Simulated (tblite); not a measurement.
Species: C7H8ClO (doublet state).
Z-matrix (Å and degrees, GFN2-xTB geometry), rows numbered from 1:
```
C 
C   1  1.2820
C   2  1.5447  1  128.16
C   3  1.5197  2  106.53  1   115.41
O   4  1.2011  3  125.31  2    69.76
C   4  1.5127  3  108.15  2  -108.99
C   6  1.5264  4  105.43  3    10.67
C   3  1.5199  2  113.67  1     0.20
Cl  8  1.7950  3  109.04  2  -156.54
H   1  1.0615  2  145.01  3    -0.17
H   2  1.0850  1  121.56  3   179.27
H   3  1.0919  2  106.79  1  -125.64
H   6  1.0890  4  110.95  3   134.49
H   6  1.0927  4  107.51  3  -107.86
H   7  1.0915  6  110.24  4    87.41
H   7  1.0883  6  112.93  4  -150.71
H   8  1.0898  3  113.51  2   -38.49
```

Computed values, GFN2-xTB/tblite, gas phase, harmonic and unscaled. Against measured fundamentals such values can be off by several per cent, at times by over 20. One conformer, not necessarily the lowest. Open shells enter through the occupations alone, without spin polarisation, and single modes of such species can be off by tens of per cent.

Harmonic wavenumbers (cm⁻¹): 60.5, 86.4, 131.0, 161.9, 185.6, 278.3, 320.2, 436.0, 475.8, 519.3, 574.4, 622.6, 645.7, 691.7, 726.4, 827.9, 841.8, 902.0, 912.7, 956.4, 1003.3, 1007.4, 1073.5, 1107.7, 1119.3, 1135.2, 1148.8, 1188.7, 1205.8, 1234.9, 1252.7, 1272.9, 1302.7, 1427.3, 1466.4, 1719.5, 1787.8, 2966.8, 2971.0, 2972.3, 2987.0, 2991.4, 3014.6, 3022.5, 3231.2.

A = 1787, B = 1216, C = 977.7 MHz; mass 143.026 u (most abundant isotopes); point group C1, symmetry number 1; spin multiplicity 2.

Q: Zero-point energy?

A: ½Σν̃ = 27984 cm⁻¹ = 334.76 kJ/mol.

Q: Give the ideal-gas entropy at 298.15 K and 1 bar in the rigid-rotor, harmonic-oscillator model (classical rotation).

A: Translation 170.75, rotation 123.03, vibration 101.60, spin (R ln 2) 5.76: S = 401.1 J/(mol K).

Q: And Cp and H(298.15 K) − H(0)?

A: Cp = 148.24 J/(mol K), of which vibrations give 114.98 (their classical limit is 45 R = 374.2); H(298.15 K) − H(0) = 26.42 kJ/mol without the zero-point energy, 16.50 from vibrations.

Q: How do the functions run with temperature in this model?

A: 
| T (K) | S (J/(mol K)) | Cp (J/(mol K)) | H − H(0) (kJ/mol) | G − H(0) (kJ/mol) | ln q(vib) |
| --- | --- | --- | --- | --- | --- |
| 50 | 249.1 | 50.8 | 1.98 | -10.48 | 0.32 |
| 100 | 290.8 | 70.8 | 5.05 | -24.04 | 1.25 |
| 373.15 | 437.7 | 178.7 | 38.69 | -124.65 | 7.25 |
| 500 | 496.3 | 221.9 | 64.22 | -183.94 | 10.15 |
| 750 | 598.1 | 279.1 | 127.46 | -321.12 | 15.78 |
| 1000 | 683.6 | 314.7 | 202.01 | -481.64 | 21.06 |

q(vib) and H(0) count from the zero-point level.

Q: Which modes carry the vibrational entropy at 298.15 K?

A: 60.5 cm⁻¹: 18.58; 86.4 cm⁻¹: 15.65; 131.0 cm⁻¹: 12.26; 161.9 cm⁻¹: 10.57; 185.6 cm⁻¹: 9.50; 278.3 cm⁻¹: 6.46 J/(mol K); the other 39 give 28.57 together.

Q: What must be added to the electronic energy to get the Gibbs energy at 298.15 K and 1 bar?

A: ZPE + [H(298.15 K) − H(0)] − T·S = 334.76 + 26.42 − 119.60 = 241.58 kJ/mol.

Q: Blend soft modes into free rotors: weight 1/[1 + (100 cm⁻¹/ν̃)⁴] for the oscillator and the rest for a rotor with moment μB/(μ + B), μ = h/(8π²ν), B = 10⁻⁴⁴ kg m². What vibrational entropy results?

A: 95.20 J/(mol K) in place of 101.60, which changes −T·S at 298.15 K by +1.91 kJ/mol.

Hindered rotation and anharmonicity are outside this model. Other conformers, if any are populated, would add a mixing term that is left out. The structure is chiral; the term R ln 2 for an equal mix with its mirror image is left out.
